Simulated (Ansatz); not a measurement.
Species: BH2S2, charge 0, doublet. BH2S2 (SMILES B(S)[S], doublet).
B3LYP-D3(BJ)/def2-TZVP minimum from Ansatz (a program for electronic structure):
```xyz
5

B     -0.4573    -0.3287     0.3197
H     -1.3685    -0.8914     0.8466
S      1.1324    -0.6660     0.9761
S     -0.7723     0.7852    -1.0611
H     -2.1059     0.6280    -1.0860
```
Charge 0, spin multiplicity 2.

Total energies in aug-cc-pV(D+d)Z, 17 correlated electrons, 11 frozen orbitals. Radicals and triplets start from unrestricted determinants; spin-orbit coupling is neglected. Correlated methods leave the cores frozen. No relativity.

```json
[
 {"method": "HF", "program": "Ansatz", "energy (Eh)": "-820.96131", "minus CCSDT(Q) (mEh)": "407.34"},
 {"method": "MP2", "program": "Ansatz", "energy (Eh)": "-821.30602", "minus CCSDT(Q) (mEh)": "62.63"},
 {"method": "CCSD", "program": "Ansatz", "energy (Eh)": "-821.35096", "minus CCSDT(Q) (mEh)": "17.70"},
 {"method": "CCSD(T)", "program": "Ansatz", "energy (Eh)": "-821.36606", "minus CCSDT(Q) (mEh)": "2.59"},
 {"method": "CCSDT(Q)", "program": "Ansatz", "energy (Eh)": "-821.36865", "minus CCSDT(Q) (mEh)": "0.00"}
]
```

Rough core times of Ansatz's runs on a shared machine: CCSD(T) 50 s, CCSDT(Q) 60 min.
